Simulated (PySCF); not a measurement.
# Which determinant of NiN lies lowest?

Unrestricted PBE0; basis Ni def2-TZVP, N def2-TZVP; no relativity; PySCF 2.14. Outer shells of the fragments: Ni 3d8 4s2; N 2s2 2p3.

Followed along the bond (rough minima from three points):

```json
{"2Ms+1": "4", "unpaired": "σ ↑, π ↑↑", "⟨S²⟩ at the start": "3.76", "R at minimum (Å)": "1.66", "Te (eV)": "0.00"}
{"2Ms+1": "4", "unpaired": "π ↑↑, δ ↑", "⟨S²⟩ at the start": "3.82", "R at minimum (Å)": "1.77", "Te (eV)": "0.08"}
{"2Ms+1": "2", "unpaired": "σ ↓, π ↑↑", "⟨S²⟩ at the start": "1.83", "R at minimum (Å)": "1.76", "Te (eV)": "0.13"}
{"2Ms+1": "2", "unpaired": "π ↑", "⟨S²⟩ at the start": "1.53", "R at minimum (Å)": "1.76", "Te (eV)": "0.17"}
{"2Ms+1": "2", "unpaired": "π ↑↑, δ ↓", "⟨S²⟩ at the start": "1.79", "R at minimum (Å)": "1.80", "Te (eV)": "0.20"}
{"2Ms+1": "4", "unpaired": "π ↑↑↑", "⟨S²⟩ at the start": "3.82", "R at minimum (Å)": "1.89", "Te (eV)": "0.57"}
```

Solutions found at the starting distance of 1.710 Å, counted from the lowest of them; the search is not exhaustive and high or unbound solutions are not listed, so other states can lie among these:

```csv
2Ms+1,unpaired,term,E (eV),⟨S²⟩,⟨Lz²⟩,μ (D)
4,"σ ↑, π ↑↑",⁴Σ⁻,0.00,3.76,0.00,-4.27
4,"π ↑↑, δ ↑",⁴Δ,0.11,3.82,4.00,-3.61
2,"σ ↓, π ↑↑",mixed,0.14,1.83,0.00,-3.84
2,π ↑,mixed,0.18,1.53,1.04,-3.64
2,"π ↑↑, δ ↓",mixed,0.25,1.79,4.00,-3.45
4,π ↑↑↑,⁴Π,0.81,3.82,1.01,-3.77
```

A term symbol is given only where ⟨S²⟩ and ⟨Lz²⟩ are close to those of a pure state; real π, δ and φ orbitals otherwise mix terms. A positive dipole means Ni(−)N(+).

With d or f electrons several states lie close, and the lowest PBE0 determinant need not be the measured ground state.
